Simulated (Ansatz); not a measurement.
Program: Ansatz. Geometries: PBE0-D4/def2-TZVP. ΔE: electronic, gas phase. CCSD(T)/CBS is the MP2 limit (def2-TZVPP, def2-QZVPP) plus CCSD(T) − MP2 in def2-TZVPP, frozen cores. This one scheme is used for every species. Functionals use def2-TZVPP. B3LYP here is the variant with VWN-RPA as its local correlation; programs differ in this. HSE06 is defined as in plane-wave codes. Each species was taken in one conformer, which may not be the lowest.

`OBS` + CH₃SH → `CSBS` + H₂O  (ligand exchange at a B–O bond)

| level | ΔE (kJ/mol) | difference from CCSD(T)/CBS |
| --- | --- | --- |
| LDA (SPW92) | 35.6 | 1.3 |
| PBE-D4 | 30.3 | -4.0 |
| BLYP-D4 | 38.3 | 4.0 |
| r2SCAN-D4 | 36.3 | 2.0 |
| B97M-V | 39.1 | 4.8 |
| B3LYP-D4 | 40.7 | 6.4 |
| r2SCANh-D4 | 36.7 | 2.4 |
| r2SCAN0-D4 | 37.6 | 3.3 |
| HSE06-D4 | 33.0 | -1.3 |
| BHLYP-D4 | 45.1 | 10.8 |
| CAM-B3LYP-D4 | 47.8 | 13.5 |
| ωB97X-V | 42.8 | 8.5 |
| ωB97M-V | 42.7 | 8.4 |
| B2PLYP | 43.5 | 9.2 |
| PBE-QIDH | 36.1 | 1.8 |
| PBE | 34.9 | 0.6 |
| revPBE | 35.6 | 1.3 |
| BLYP | 47.5 | 13.2 |
| r2SCAN | 37.5 | 3.2 |
| PBE0 | 37.2 | 2.9 |
| B3LYP | 48.2 | 13.9 |
| r2SCANh | 38.1 | 3.8 |
| r2SCAN0 | 39.1 | 4.8 |
| BHLYP | 52.1 | 17.8 |
| CAM-B3LYP | 52.2 | 17.9 |
| LC-ωPBE | 43.5 | 9.2 |
| HF/def2-SVP | 70.9 | 36.6 |
| MP2/def2-SVP | 52.4 | 18.1 |
| CCSD/def2-SVP | 58.1 | 23.8 |
| CCSD(T)/def2-SVP | 55.3 | 21.0 |
| HF/def2-TZVPP | 61.4 | 27.1 |
| MP2/def2-TZVPP | 32.9 | -1.4 |
| SCS-MP2/def2-TZVPP | 40.0 | 5.7 |
| CCSD/def2-TZVPP | 43.4 | 9.1 |
| CCSD(T)/def2-TZVPP | 39.0 | 4.7 |
| HF/def2-QZVPP | 61.9 | 27.6 |
| SCS-MP2/def2-QZVPP | 37.7 | 3.4 |
| HF/CBS(def2) | 62.0 | 27.7 |
| MP2/CBS(def2) | 28.2 | -6.1 |
| CCSD/CBS(def2) | 38.7 | 4.4 |
| CCSD(T)/CBS | 34.3 | 0 |

Largest T1 diagnostic among the species: 0.013.

Leaving LDA and LC-ωPBE aside and taking each functional with its dispersion term where it has one, the values, not all of them listed here, spread over 20.7 kJ/mol, from revPBE-D4 to CAM-B3LYP-D4. At CCSD(T), def2-SVP lies +21.0 kJ/mol from the extrapolated value and def2-TZVPP +4.7 kJ/mol. In def2-TZVPP, CCSD(T) changes the Hartree–Fock value by −22.3 kJ/mol (the triples alone add −4.4 kJ/mol) and MP2 by −28.4 kJ/mol.
